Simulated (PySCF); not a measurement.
Molecule: SMILES [O+]#Cc1ccccc1Cl, [C₇H₄ClO]+.

Geometry (Å), atoms numbered from 1 in this order:
```xyz
13

O     3.3486    1.0429   -0.4409
C     2.2891    0.6876   -0.3042
C     1.0023    0.3029   -0.1333
C     0.0206    1.3019    0.1523
C    -1.2843    0.9287    0.3274
C    -1.6543   -0.4177    0.2281
C    -0.7181   -1.4004   -0.0484
C     0.6169   -1.0711   -0.2347
Cl    1.7897   -2.2556   -0.5769
H     0.3232    2.3350    0.2241
H    -2.0312    1.6775    0.5427
H    -2.6882   -0.6969    0.3702
H    -1.0187   -2.4343   -0.1243
```

Total charge +1.

Frames of a GFN2-xTB Langevin trajectory at 300 K; GIAO PBE0/pcSseg-1 shieldings in PySCF 2.14.0 with density-fitted response routines, gas phase, non-relativistic; equivalent atoms averaged within each frame.

Chemical shifts δ = σref − σ; ¹⁷O (σ = 336.08 ppm) vs H2O; ¹³C (σ = 186.93 ppm), ¹H (σ = 31.72 ppm) against TMS; ³⁵Cl (σ = 949.78 ppm) against HCl, all at this level. The references are static minima.

How do the shifts (ppm) fluctuate along the trajectory?

## Answers


```
         time (fs)     O1     C2     C8     C6     C7     C5     C4    C3  Cl9    H12
               250  405.6  170.7  169.9  168.8  150.8  145.8  145.4  80.1  422  10.14
               425  405.7  169.5  176.2  154.5  146.9  139.5  149.2  85.2  362   9.38
               625  419.0  174.7  179.7  163.5  146.7  141.4  159.8  95.1  369   9.43
               800  403.4  171.5  155.6  162.7  137.8  143.6  151.5  93.3  298   9.07
              1000  410.0  172.7  175.8  162.5  146.0  143.7  160.1  92.8  382   9.97
    mean of frames  408.7  171.8  171.4  162.4  145.6  142.8  153.2  89.3  367   9.60
standard deviation    6.2    2.0    9.5    5.1    4.8    2.4    6.5   6.4   45   0.44
```

5 frames give an uncertainty of the mean of about the standard deviation over 2.2 at best, since frames this close in time may not be independent; classical motion lacks zero-point vibration, and the reference would need the same averaging.
